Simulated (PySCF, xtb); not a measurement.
Si(H)(OH)2(SMe) (CH6O2SSi), SMILES S([SiH](O)O)C.

GFN2-xTB (xtb) at its own geometry gives an orbital gap of 4.57 eV and a dipole moment of 3.17 D.

Geometry: B3LYP-D3(BJ)/def2-SVP. The structure was generated by enumeration, and PubChem lists no compound with its InChIKey, so it may never have been made. The values are those of a single conformer.

Problem. What does PySCF with PBE/def2-TZVP give? (An estimate is asked for; the answer gives what the named calculation found.)

Solution. gap 5.02 eV (levels -5.76 and -0.75 eV), dipole 1.24 D.
